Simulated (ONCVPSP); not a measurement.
Configuration tests for ytterbium (ONCV)

Yb (Z = 70), optimised norm-conserving Vanderbilt (ONCV), made with ONCVPSP 4.0.1 (PBE, scalar-relativistic). Core [Kr] 4d10 4f13, reference 5s2 5p6 5d1 6s1.75 (charge +0.25). Waves: 5s+6s: rc 1.70 bohr, ncon 4, nbas 8, qcut 6.1 1/bohr, 2 projectors; 5p: rc 1.70 bohr, ncon 5, nbas 8, qcut 7.1 1/bohr, 2 projectors, debl 1.8 Ha; 5d: rc 3.35 bohr, ncon 3, nbas 8, qcut 5.3 1/bohr, 3 projectors, debl 3.6 Ha. Local part: polynomial inside 1.45 bohr (lpopt 5, dvloc0 9.5 Ha). Core correction: Teter function fitted to the true core (icmod 2), fcfact 0.5.

Energies are relative to the spin-unpolarised reference configuration 5s2 5p6 5d1 6s1.75; without spin polarisation the order of configurations can differ from experiment.

```json
{"valence configuration": "5s2 5p6 5d1 6s1", "charge": "+1", "ΔE all-electron (eV)": "5.952", "error AE − PS (meV)": "+12"}
{"valence configuration": "5s2 5p6 5d1 6s0", "charge": "+2", "ΔE all-electron (eV)": "19.058", "error AE − PS (meV)": "+91"}
{"valence configuration": "5s2 5p5 5d1 6s2", "charge": "+1", "ΔE all-electron (eV)": "35.058", "error AE − PS (meV)": "-140"}
```

(1) What are ΔE and the potential's error for 5s2 5p6 5d1 6s2?

Levels in the configuration 5s2 5p6 5d1 6s2:

| level | all-electron (eV) | pseudo (eV) |
| --- | --- | --- |
| 5s | -59.341 | -59.352 |
| 5p | -31.021 | -31.035 |
| 5d | -1.860 | -1.870 |
| 6s | -4.574 | -4.581 |

Answers

(1) ΔE = -1.304 eV all-electron; the error (AE − PS) is +1.2 meV.
